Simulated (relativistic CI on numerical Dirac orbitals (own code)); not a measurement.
# Magnetism of Cu³⁺, 3d8, in a crystal field

Calculated by Dirac-Coulomb-Breit CI, KLI orbitals optimised for each configuration, model QED (radiative potential, 1s self-energy scaled to tabulated hydrogen-like ionisation energies), valence Slater integrals scaled by 0.75, one configuration in a parametric crystal field (own radial code).

Field parameters in Wybourne normalisation: D3d B²₀ = −7Dσ, B⁴₀ = −14Dq − 21Dτ, B⁴₃ = −14√(10/7) Dq; D4h B²₀ = −7Ds, B⁴₀ = 21(Dq − Dt), B⁴₄ = 21√(5/14) Dq; Oh B⁴₀ = 21Dq, B⁴₄ = √(5/14) B⁴₀; Td as Oh with Dq negative (B⁴₀ = 21Dq, B⁴₄ = √(5/14) B⁴₀). The field is a parameter set, without covalency.

S is read from ⟨S²⟩ = S(S + 1).

Powder χT (cm³ K mol⁻¹) by Van Vleck's formula, with temperature-independent terms:

```tsv
Field	2 K	5 K	10 K	20 K	50 K	100 K	200 K	300 K
D3d, 10Dq = 32000, Dσ = 60, Dτ = 410 cm⁻¹	1.11	1.11	1.11	1.11	1.11	1.11	1.12	1.13
D4h, 10Dq = 16450, Ds = 1390, Dt = -500 cm⁻¹	0.833	1.04	1.14	1.18	1.19	1.2	1.21	1.22
Oh, 10Dq = 14250 cm⁻¹	1.25	1.25	1.25	1.25	1.26	1.26	1.28	1.29
Oh, 10Dq = 17750 cm⁻¹	1.2	1.2	1.2	1.2	1.21	1.21	1.22	1.24
Oh, 10Dq = 17800 cm⁻¹	1.2	1.2	1.2	1.2	1.21	1.21	1.22	1.24
Oh, 10Dq = 21300 cm⁻¹	1.17	1.17	1.17	1.17	1.17	1.18	1.19	1.2
Oh, 10Dq = 26200 cm⁻¹	1.14	1.14	1.14	1.14	1.14	1.15	1.15	1.16
Td, 10Dq = -12100 cm⁻¹	0.0154	0.0385	0.077	0.154	0.385	0.77	1.47	1.92
```

For Oh, 10Dq = 14250 cm⁻¹: what effective moment follows at 300 K?

μ_eff = √(8χT) = 3.22 μB. The ground level has S = 1.00; the spin-only moment for S = 1 is 2.83 μB. The difference comes from the orbital moment, spin-orbit mixing of terms and temperature-independent paramagnetism, all larger in this ionic model than in covalent complexes.
